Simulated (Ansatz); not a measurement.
One change: `C[O][Ga]([NH2])[Cl]` becomes `C[O][Ga]([OH])[Cl]`.

Ansatz, PBE0-D4/def2-TZVP geometries, multiplicity 1. Each molecule was computed in one conformer, which needn't be the lowest.

Scalar relativity is left out up to krypton.

```json
{"property": "HOMO energy (B3LYP/def2-TZVPP) / eV", "`C[O][Ga]([NH2])[Cl]`": "-7.42"}
{"property": "HOMO–LUMO gap (B3LYP/def2-TZVPP) / eV", "`C[O][Ga]([NH2])[Cl]`": "6.46"}
{"property": "HOMO–LUMO gap (PBE0/def2-TZVPP) / eV", "`C[O][Ga]([NH2])[Cl]`": "7.05"}
{"property": "LUMO energy (ωB97M-V/def2-TZVPP) / eV", "`C[O][Ga]([NH2])[Cl]`": "1.17"}
{"property": "LUMO energy (PBE0/def2-TZVPP) / eV", "`C[O][Ga]([NH2])[Cl]`": "-0.62"}
{"property": "size of the dipole moment (B3LYP/def2-TZVPP) / D", "`C[O][Ga]([NH2])[Cl]`": "1.39"}
```

Task: Give the same properties after the change, and the shifts. (An estimate is asked.)

Result: The calculation gave: 
| property | `C[O][Ga]([OH])[Cl]` | shift |
| --- | --- | --- |
| HOMO energy (B3LYP/def2-TZVPP) / eV | -8.05 | -0.63 |
| HOMO–LUMO gap (B3LYP/def2-TZVPP) / eV | 6.57 | 0.11 |
| HOMO–LUMO gap (PBE0/def2-TZVPP) / eV | 7.17 | 0.12 |
| LUMO energy (ωB97M-V/def2-TZVPP) / eV | 0.75 | -0.42 |
| LUMO energy (PBE0/def2-TZVPP) / eV | -1.12 | -0.50 |
| size of the dipole moment (B3LYP/def2-TZVPP) / D | 1.84 | 0.45 |

With PBE0 the HOMO falls by 0.62 eV and the LUMO falls by 0.50 eV, so the gap widens by about 0.12 eV. PBE moves the HOMO by -0.53 eV and ωB97M-V by -0.64 eV. Dipoles are sizes alone; their direction can turn.

B3LYP here is the variant with VWN-RPA as its local correlation; programs differ in this.
